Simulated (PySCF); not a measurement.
Si(Cl)(OH)2(OMe) (CH₅ClO₃Si), SMILES Cl[Si](OC)(O)O. The structure is a stationary point at B3LYP-D3(BJ)/def2-SVP. One conformer was computed; it need not be the lowest.

Computed equilibrium geometry at B3LYP-D3(BJ)/def2-SVP (PySCF confirms it by a frequency run) as Cartesian coordinates in Å (one conformer of several):
```xyz
11

C      2.3643    -0.4206     0.1369
O      1.1180    -0.9290    -0.2968
Si    -0.3518    -0.3125     0.0689
O     -0.6223    -0.4647     1.6803
O     -1.5263    -1.1039    -0.7605
Cl    -0.3633     1.7017    -0.4602
H      2.4803    -0.5282     1.2290
H      3.1635    -0.9912    -0.3590
H      2.4763     0.6459    -0.1253
H     -1.4541    -0.1266     2.0316
H     -1.5050    -1.0491    -1.7231
```
